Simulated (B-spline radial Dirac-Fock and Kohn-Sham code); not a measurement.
# What relativity does to the binding energies of Bi⁷⁶⁺

System: bismuth as Bi⁷⁶⁺ in the configuration [He] 2s2 2p3.

Both columns are ΔSCF binding energies of the configuration average from an atomic code on a B-spline grid: non-relativistic Hartree-Fock with a point nucleus, and Dirac-Fock with a finite nucleus and the Coulomb interaction alone, averaged over the two j levels with weights 2j+1.

| shell | Hartree-Fock (eV) | Dirac-Fock (eV) | shift (eV) | shift (%) |
| --- | --- | --- | --- | --- |
| 1s | 89900.8 | 99872.8 | +9972.00 | +11.09 |
| 2s | 21238.6 | 24220.6 | +2982.05 | +14.04 |
| 2p | 20973.2 | 22180.7 | +1207.55 | +5.76 |

Relativity binds 1s, 2s, 2p more strongly, among those listed most of all 2s in relative terms.

Values without a named source are computed, but for edge energies of neutral atoms, which are taken from tables.
